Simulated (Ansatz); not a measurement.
`FC#[C][AlH2]` + HBr → `[AlH2][Br]` + `C#CF` at 500 K and 1 bar (ligand exchange at the Al–C bond).

Gas-phase electronic energies from Ansatz, PBE0-D4/def2-TZVP geometries. CCSD(T)/CBS is the MP2 limit (def2-TZVPP, def2-QZVPP) plus CCSD(T) − MP2 in def2-TZVPP, frozen cores. This one scheme is used for every species. For Br outer-core shells are correlated without core-valence functions, which leaves a few kJ/mol of doubt a bond. Scalar relativity is left out up to krypton.

```tsv
species	CCSD(T)/CBS energy (Eh)	H − E (kJ/mol)	S (J/(mol·K))
`FC#[C][AlH2]`	-419.01167	100.4	342.1
HBr	-2573.91920	30.5	213.7
`[AlH2][Br]`	-2816.58301	60.6	294.5
`C#CF`	-176.38388	76.5	257.9
```

H − E and S are ideal-gas, rigid-rotor, harmonic terms from PBE0-D4/def2-TZVP. 1 Eh = 2625.50 kJ/mol, R = 8.31446 J/(mol·K).

By hand: ΔE, ΔH, ΔS and ΔG.

ΔE = (-2816.58301) + (-176.38388) − (-419.01167) − (-2573.91920) = -0.03602 Eh = -94.6 kJ/mol. Δ(H − E) = 60.6 + 76.5 − 100.4 − 30.5 = 6.2, so ΔH = -88.4 kJ/mol. ΔS = 294.5 + 257.9 − 342.1 − 213.7 = -3.4 J/(mol·K). ΔG = -88.4 − 500 × (-3.4)/1000 = -86.7 kJ/mol.

By hand: the equilibrium constant, and the temperature at which ΔG would vanish if ΔH and ΔS stayed fixed.

log₁₀ K = −ΔG/(RT ln 10) = 9.1. ΔG = 0 at ΔH/ΔS = 26000 K, far beyond where these terms or the molecules hold.

The number of gas molecules stays the same, so ΔS is small and ΔH decides. A doubt of 5 kJ/mol in ΔE shifts log₁₀ K by 0.5 here. These are equilibria of isolated gas molecules and say nothing of rates. Largest T1 diagnostic: 0.013 (customary marks: 0.02 for closed shells, 0.045 for open ones).
